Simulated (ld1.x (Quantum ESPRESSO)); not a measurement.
# Pseudopotential generation for vanadium (V): ultrasoft, revPBE, scalar-relativistic.

Input for ld1.x (Quantum ESPRESSO) 7.5:

```
&input
   title='V', zed=23., rel=1, dft='REVPBE', iswitch=3,
   config='[Ar] 3d3 4s1 4p0',
   nld=3, rlderiv=2.45, eminld=-8.0, emaxld=5.0, deld=0.04
 /
 &inputp
   pseudotype=3, tm=.true., lloc=-1, rcloc=2.20,
   nlcc=.true., new_core_ps=.true.,
   which_augfun='PSQ', rmatch_augfun=1.20,
   file_pseudopw='V.UPF', file_wfcaegen='ae.wfc', file_wfcncgen='nc.wfc', file_beta='beta', file_chi='chi', file_wfcusgen='us.wfc'
 /
6
3S  1  0   2.00   0.00  1.45  1.90  0.0
4S  2  0   1.00   0.00  1.45  1.90  0.0
3P  2  1   6.00   0.00  1.65  2.25  0.0
4P  3  1   0.00   0.00  1.65  2.25  0.0
3D  3  2   3.00   0.00  1.40  1.50  0.0
3D  3  2   0.00  -0.55  1.40  1.50  0.0
 &test
   configts(1)='3s2 3p6 3d3 4s1 4p0'
 /
```

Command:

```bash
ld1.x < V.in > V.out
```

Resulting log (shortened: banner, matrices, multipoles, cross overlaps and the repeated all-electron block are left out):

```
Program LD1 v.7.5
     --------------------------- All-electron run ----------------------------

     V
     scalar relativistic calculation

     atomic number is 23.00
     dft =REVPBE   lsd =0 sic =0 latt =0  beta=0.20 tr2=1.0E-14
     Exchange-correlation= REVPBE
                           (   1   4   4   4   0   0   0)
     mesh =1181 r(mesh) = 100.93793 a.u. xmin = -7.00 dx = 0.01250
     1 Ry =  13.60569312 eV, c = 137.03599908

     n l     nl                  e(Ry)          e(Ha)          e(eV)
     1 0     1S 1( 2.00)      -394.9018      -197.4509     -5372.9133
     2 0     2S 1( 2.00)       -44.8525       -22.4263      -610.2496
     2 1     2P 1( 6.00)       -37.5294       -18.7647      -510.6137
     3 0     3S 1( 2.00)        -5.7227        -2.8614       -77.8616
     3 1     3P 1( 6.00)        -3.7947        -1.8974       -51.6300
     3 2     3D 1( 3.00)        -0.9225        -0.4613       -12.5518
     4 0     4S 1( 1.00)        -0.7928        -0.3964       -10.7865
     4 1     4P 1( 0.00)        -0.4969        -0.2485        -6.7612

     final scf error:  1.3E-15 reached in  29 iterations

     Etot =   -1897.709652 Ry,    -948.854826 Ha,  -25819.655160 eV

     Ekin =    1915.329368 Ry,     957.664684 Ha,   26059.383608 eV
     Encl =   -4504.489271 Ry,   -2252.244635 Ha,  -61286.698691 eV
     Eh   =     781.617303 Ry,     390.808651 Ha,   10634.445159 eV
     Exc  =     -90.167052 Ry,     -45.083526 Ha,   -1226.785236 eV

     normalization and overlap integrals

     s(1S/1S) =  1.000000  <r> =   0.0664  <r2> =    0.0059  r(max) =   0.0435
     s(2S/2S) =  1.000000  <r> =   0.3081  <r2> =    0.1122  r(max) =   0.2565
     s(2P/2P) =  1.000000  <r> =   0.2740  <r2> =    0.0925  r(max) =   0.2074
     s(3S/3S) =  1.000000  <r> =   0.9488  <r2> =    1.0383  r(max) =   0.8204
     s(3P/3P) =  1.000000  <r> =   1.0165  <r2> =    1.2174  r(max) =   0.8411
     s(3D/3D) =  1.000000  <r> =   1.3814  <r2> =    2.5100  r(max) =   0.8954
     s(4S/4S) =  1.000000  <r> =   3.0563  <r2> =   10.6585  r(max) =   2.6235
     s(4P/4P) =  1.000000  <r> =   3.8326  <r2> =   16.8645  r(max) =   3.2043

     ------------------------ End of All-electron run ------------------------

     --------------------- Generating US pseudopotential ---------------------

      Generating local potential from pseudized AE potential:
      Matching radius rcloc =   2.2000

      Local pseudo, rcloc= 2.202 Estimated cut-off energy=     4.82 Ry

      Computing core charge for nlcc:

       r > 0.48 : true rho core
      Core charge pseudized with two Bessel functions
      Integrated core pseudo-charge :   6.55
      Wfc-us  3S rcutus= 1.896  Estimated cut-off energy=    15.75 Ry
      Wfc-us  4S rcutus= 1.896  Estimated cut-off energy=    32.63 Ry
      Wfc-us  3P rcutus= 2.258  Estimated cut-off energy=    17.32 Ry
      Wfc-us  4P rcutus= 2.258  Estimated cut-off energy=    13.51 Ry
      Wfc-us  3D rcutus= 1.514  Estimated cut-off energy=    49.98 Ry
      Wfc-us  3D rcutus= 1.514  Estimated cut-off energy=    51.86 Ry

     Q pseudized with Bessel functions
     Expected ecutrho=     287.4205 due to l1=  2   l2=  2

     ------------------- End of pseudopotential generation -------------------

     Computing logarithmic derivative in   2.44923
     Computing logarithmic derivative in   2.44923
     Computing the partial wave expansion
     R is outside the sphere for l=    0 j= 0.00
     R is outside the sphere for l=    0 j= 0.00
     R is outside the sphere for l=    1 j= 0.00
     R is outside the sphere for l=    1 j= 0.00
     R is outside the sphere for l=    2 j= 0.00
     R is outside the sphere for l=    2 j= 0.00

     ---------------------- Testing the pseudopotential ----------------------

     V
     scalar relativistic calculation

     atomic number is 23.00   valence charge is 13.00
     dft =REVPBE   lsd =0 sic =0 latt =0  beta=0.20 tr2=1.0E-14
     mesh =1181 r(mesh) = 100.93793 xmin = -7.00 dx = 0.01250

     n l     nl             e AE (Ry)        e PS (Ry)    De AE-PS (Ry)
     1 0     3S   1( 2.00)       -5.72273       -5.72271       -0.00001
     2 1     3P   1( 6.00)       -3.79473       -3.79472       -0.00001
     3 2     3D   1( 3.00)       -0.92254       -0.92253       -0.00001
     2 0     4S   1( 1.00)       -0.79279       -0.79278       -0.00002
     3 1     4P   1( 0.00)       -0.49694       -0.49694       -0.00000

     eps = 1.6E-15  iter =  6

     Etot =   -1897.709652 Ry,    -948.854826 Ha,  -25819.655160 eV
     Etotps =  -170.619537 Ry,     -85.309769 Ha,   -2321.397066 eV

     Ekin =      25.745448 Ry,      12.872724 Ha,     350.284662 eV
     Encl =    -250.991103 Ry,    -125.495552 Ha,   -3414.907926 eV
     Ehrt =     109.678065 Ry,      54.839033 Ha,    1492.246099 eV
     Ecxc =     -45.971082 Ry,     -22.985541 Ha,    -625.468440 eV
     (Ecc =     -27.540100 Ry,     -13.770050 Ha,    -374.702152 eV)
     Epseu=      -9.080865 Ry,      -4.540432 Ha,    -123.551461 eV

     ---------------------- End of pseudopotential test ----------------------
```

Generation and configuration tests took about 1.1 s on one core of a shared server CPU.
